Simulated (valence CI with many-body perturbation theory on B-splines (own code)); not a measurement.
## Questions on Nb27+

Computed by valence CI with perturbative core correlation (CI+MBPT): four valence electrons over a frozen Dirac-Fock core [Ne], a basis of 9 s, 9 p, 8 d, 6 f, 3 g, 1 h functions for each j, with the one-electron correlation potential Σ1 (screened to all orders), the two-electron term Σ2, the three-electron term Σ3, Breit, model QED; selected single and double excitations, second order for the rest, scaled by the run's own slope (own B-spline code, finite nucleus).

No measured spectrum was set against this ion. As an estimate, large intervals hold to a few tenths of a per cent, small ones and those within an open d or f shell to about a per cent.

Levels are named by their leading jj configuration (3d3/2^4 stands for four electrons in 3d with j = 3/2), which in mixed levels can hold well under half, so a name can repeat and another be missing.

Rates and lifetimes use the calculated energies. Strong lines usually hold to 10 to 20 %, long lifetimes can be off by a factor of two.

(1) What is the ground level?

(2) How well does LS coupling describe the low levels?

(3) Among levels below 1606400 cm⁻¹, which E1 lines absorb most strongly from the ground level?

(4) What is the ionisation energy?

(5) Name the longest-lived excited levels whose lifetime is computed, and their main decay.

Results:

(1) (3s^2 3p1/2^2) J=0, composition 79 % 3s²3p² ³P + 19 % 3s²3p² ¹S.

(2) Among the lowest 20 levels the leading LS term, summed over configurations, holds 69 % on average. For single configurations the figures are 63 % in LS and 75 % in jj coupling. Terms mix most in the J = 2 level at 1072400 cm⁻¹, where the leading one holds 36 %.

(3) to (3s^2 3p1/2 3d3/2) J=1 at 8.895 nm, f = 0.523; to (3s 3p1/2 3p3/2^2) J=1 at 9.485 nm, f = 0.171; to (3s 3p1/2^2 3p3/2) J=1 at 12.92 nm, f = 0.117.

(4) 1437.7 eV; NIST lists 1439 ± 3 eV (semi-empirical).

(5) (3s^2 3p1/2 3p3/2) J=2 at 175690 cm⁻¹ lives 3.12 ms, mostly by M1 to (3s^2 3p1/2 3p3/2) J=1; (3s^2 3p3/2 3d5/2) J=4 at 1188200 cm⁻¹ lives 25.4 μs, mostly by M1 to (3s^2 3p1/2 3d5/2) J=3; (3s^2 3p1/2 3p3/2) J=1 at 141830 cm⁻¹ lives 24.2 μs, mostly by M1 to (3s^2 3p1/2^2) J=0.
